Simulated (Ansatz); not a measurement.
Input file for Ansatz (an electronic-structure program): R-CCSD(T)/aug-cc-pV(T+d)Z on AlH3 (SMILES [AlH3]) with ghost functions, monomers drawn apart or pushed together. Files ending in .json are basis or fitting sets from the Basis Set Exchange.

Ansatz 0.2 input:
```yaml
crystal:
  periodic: [false, false, false]
  atoms:
    - {symbol: Al, position_ang: [-0.25202210, -0.12635167, 0.49225603]}
    - {symbol: H, position_ang: [-1.00168848, -1.49315276, 0.80039847]}
    - {symbol: H, position_ang: [-1.11700855, 1.19676598, 0.33867608]}
    - {symbol: H, position_ang: [1.19678043, -0.18373076, -0.15599863]}
basis:
  gaussian:
    orbitals: aug-cc-pV_T+d_Z.json
    ghost_atoms:
      - {symbol: S, position_ang: [0.90049841, 0.60423596, 3.83058043]}
      - {symbol: H, position_ang: [1.40632686, -0.60445425, 4.13273667]}
      - {symbol: H, position_ang: [-0.24644870, 0.36841486, 4.49163832]}
magnetization: {spin_polarized: false}
correlation: {method: ccsd_t, electrons: outside_noble_gas}
scf: {lower_state_search: off}
```

Output:

```
WARN ansatz: RAYON_NUM_THREADS=2 ignored (pool sized by the plan → 2); use --threads N
Functional definition: HF
these checks for a lower state are left out or cut short: stability, starts, cluster_reference, orbital_swaps, neighbouring_geometries, increment
integrals: 1.16 GiB planned
1252 factors; integrals over basis functions are off by at most 9.7e-4 eV
mean field: 0.56 GiB planned
mean field evaluation 1: about -6629.4081 eV, gradient 9.1e0 eV
mean field evaluation 2: about -6629.4081 eV, gradient 9.1e0 eV
mean field evaluation 4: about -6629.8608 eV, gradient 3.4e-1 eV
mean field evaluation 8: about -6629.8616 eV, gradient 2.2e-5 eV
mean field -6629.86155896 eV, -243.6429184101 hartree, gradient 1.5e-6 eV, S^2 0.000000; 0 other end points of the search recorded, 0 dependent functions left out
5 core orbitals not correlated
reference -6629.86155896 eV, -243.6429184101 hartree; 3, 3 occupied and 217, 217 virtual orbitals, 1252 factors
second order -2.61467324 eV of doubles, -0.00000000 eV of singles
coupled cluster: 3.37 GiB planned
cycle   1  -3.05720221 eV  change   -4.4e-1 eV  update   5.1e-2
cycle   2  -3.24396282 eV  change   -1.9e-1 eV  update   1.8e-2
cycle   3  -3.24711457 eV  change   -3.2e-3 eV  update   3.7e-3
cycle   4  -3.24690144 eV  change    2.1e-4 eV  update   1.3e-3
cycle   5  -3.24674987 eV  change    1.5e-4 eV  update   3.8e-4
cycle   6  -3.24669312 eV  change    5.7e-5 eV  update   1.0e-4
cycle   7  -3.24670674 eV  change   -1.4e-5 eV  update   3.0e-5
cycle   8  -3.24671612 eV  change   -9.4e-6 eV  update   9.8e-6
cycle   9  -3.24671687 eV  change   -7.5e-7 eV  update   3.7e-6
perturbative correction -0.04600653 eV, -0.0016907087 hartree
Total energy: -6633.15428236 eV, -243.7639237632 hartree
Checks for a lower state left out: stability, starts, cluster_reference, orbital_swaps, neighbouring_geometries, increment
```

Self-consistency was reached.

Cost: roughly 40 core-seconds.
